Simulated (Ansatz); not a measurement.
System: sum formula H7SiN3O (charge 0, singlet). 
Structure (B3LYP-D3(BJ)/def2-TZVP (Ansatz, a quantum-chemistry and plane-wave program) minimum search):
SMILES: N[Si](N)(N)O
```xyz
12

Si     0.0009     0.0009     0.0145
O     -0.3708    -1.1735     1.1206
N     -1.1972     1.0941    -0.5258
N      1.1161     0.9444     0.9017
N      0.4259    -0.8496    -1.4234
H     -0.8788    -1.9139     0.7815
H     -1.5326     1.8212     0.0845
H     -1.8876     0.8209    -1.2055
H      1.5448     1.7667     0.5127
H      1.6677     0.5327     1.6355
H      1.0492    -1.6401    -1.3682
H      0.5791    -0.3349    -2.2767
```
Charge 0, spin multiplicity 1.

Quantity: vertical ionisation energy (to the doublet state of charge +1; each state is the SCF solution reached for its spin; the UHF <S^2> is 0.86 for the doublet (pure: 0.75); for the doublet the Hartree-Fock reference is unstable and T1 is 0.025), in eV. Correlated levels leave the core frozen unless marked. Open shells are spin-unrestricted. No spin-orbit coupling. Non-relativistic.  The program attaches cautions to a run behind CCSD(T)/aug-cc-pV(D+d)Z: other roots.

```csv
level,program,vertical ionisation energy (eV)
HF/aug-cc-pV(Q+d)Z,Ansatz,8.28
BHLYP/def2-TZVPD,Ansatz,9.15
CAM-B3LYP/def2-TZVPD,Ansatz,9.25
B2PLYP/def2-TZVPD,Ansatz,9.14
RI-MP2/aug-cc-pV(T+d)Z,Ansatz,9.82
CCSD(T)/aug-cc-pV(D+d)Z,Ansatz,9.22
```
